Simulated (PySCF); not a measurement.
## Gas-phase XPS of Ge(OH)2Me2, computed

Species: Ge(OH)2Me2, C2H8GeO2.
Bonds: Ge1–O2, Ge1–O4, Ge1–C6, Ge1–C10. Hydrogens: H3 on O2; H5 on O4; H7, H8, H9 on C6; H11, H12, H13 on C10.

Method: PySCF 2.14.0, delta-SCF UKS SCAN, pcX-2 on the ionised atom, pcseg-1 elsewhere, spin-free X2C. Binding energies are ΔSCF values: E(core-ionised, relaxed orbitals) − E(ground state) at a fixed geometry, referred to the vacuum level.

Task: Give the core binding energies atom by atom.

Result: 
```csv
atom(s),bonded to,level,binding energy (eV),count
O2/O4,H and Ge,O 1s,537.66,2
C6/C10,3 H and Ge,C 1s,290.37,2
```

Task: Which photon wavelength matches the O 1s of O2 (atom 2)/O4 threshold?

Result: λ = hc/E = 12398.42 eV Å / 537.66 eV = 23.060 Å.

Task: Give the binding energy of O 1s of O2/O4 in hartree and in kJ/mol.

Result: 537.66 eV = 19.7586 Eh = 51876 kJ/mol.

Atoms equivalent by their bonding share one computed value, that of the first of them. No level of germanium is listed. The structure is a single PBE0-D3(BJ)/def2-SVP conformer in the gas phase; no vibrational or solvent corrections.
